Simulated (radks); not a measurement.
The numbers below are computed, except where a source is named.
Q: These are the eigenvalues of the occupied orbitals of an atom or ion with whole-number occupations (eV). Code: a radial shooting solver on a logarithmic mesh with Libxc functionals. Model: Dirac Kohn-Sham, PBE, spin-unpolarised, spherical densities, finite nucleus; Fermi nuclear charge, rms radius of each element as measured or else 0.836 A^(1/3) + 0.57 fm.

| orbital | eigenvalue |
|---|---|
| 1s1/2 | -21322.13 |
| 2s1/2 | -4234.670 |
| 2p1/2 | -4028.359 |
| 2p3/2 | -3918.367 |
| 3s1/2 | -1641.366 |
| 3p1/2 | -1570.126 |
| 3p3/2 | -1543.577 |

Which element is it, and in what charge state? The configuration may be excited. Open shells, if any, are shared by 2j + 1.

A: Z = 42, molybdenum, charge +29: Mo29+ in [Ne] 3s2 3p1. The list shows which subshells hold electrons but not how many an open one holds; the 1s level, -783.57 hartree, gives Z - s = 39.6 by -(Z - s)^2/2, which with screening and relativity narrows Z to a few neighbours, and the depths of the outer levels then fix element, charge and occupations together.
